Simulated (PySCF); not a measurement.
Compound: C4H11NSi.
Cartesian coordinates in Å at the PBE0-D3(BJ)/def2-SVP level; atoms count from 1:
```xyz
17
C4H11NSi angstrom
Si     2.8895   -0.3930   -0.7026
N      1.4908   -0.5410    0.3015
C      0.5354    0.5155    0.5525
C     -0.8785    0.0069    0.6771
C     -2.0298    0.8759    0.2667
C     -1.6613   -0.3264   -0.5541
H      3.9732    0.5142   -0.1883
H      3.4748   -1.7597   -0.8494
H      2.4766    0.1520   -2.0339
H      1.4811   -1.2766    0.9993
H      0.5773    1.2270   -0.2912
H      0.7880    1.1072    1.4564
H     -1.0483   -0.6373    1.5487
H     -2.9465    0.8421    0.8610
H     -1.8005    1.8654   -0.1406
H     -1.1707   -0.1626   -1.5181
H     -2.3251   -1.1945   -0.5330
```

Computed, not measured: delta-SCF UKS SCAN, pcX-2 on the ionised atom, pcseg-1 elsewhere, spin-free X2C in PySCF 2.14.0. Each 1s hole has a ground state of its own, since the core basis sits on the ionised atom alone.

| ionised atom | basis functions | E(ground) (Eh) | E(ionised) (Eh) |
| --- | --- | --- | --- |
| C3 | 174 | -503.79242 | -493.07936 |
| C4 | 174 | -503.79396 | -493.11732 |
| C5 | 174 | -503.79336 | -493.11577 |
| N2 | 174 | -503.80506 | -488.94928 |
| Si1 | 185 | -503.84810 | -435.98504 |

Problem. What are the 1s binding energies?

Solution. E(ionised) − E(ground), at 27.2114 eV a hartree:

| atom | environment | difference (Eh) | binding energy (eV) |
| --- | --- | --- | --- |
| C3 | sp3 carbon bound to nitrogen | 10.71306 | 291.52 |
| C4 | three-membered-ring carbon | 10.67664 | 290.53 |
| C5 | three-membered-ring carbon | 10.67759 | 290.55 |
| N2 | silicon-bound nitrogen | 14.85578 | 404.25 |
| Si1 | SiH3 silicon | 67.86306 | 1846.65 |

Problem. How much do the ground-state energies differ, and what would follow from using one of them for all holes?

Solution. They run from -503.8481 Eh (core basis on Si1) to -503.7924 Eh (on C3), 0.0557 Eh or 1.52 eV apart, though the state is the same; only basis and grid differ. Pairing the ion of C3 with the ground state of Si1 would put its binding energy 1.52 eV too high.

Only 1s holes are shown. Topologically equivalent atoms share the value of their first member; where this conformer doesn't relate them by symmetry, their own values could differ. One conformer (not necessarily the lowest) at the PBE0-D3(BJ)/def2-SVP geometry, without solvent, vibrations or thermal averaging.
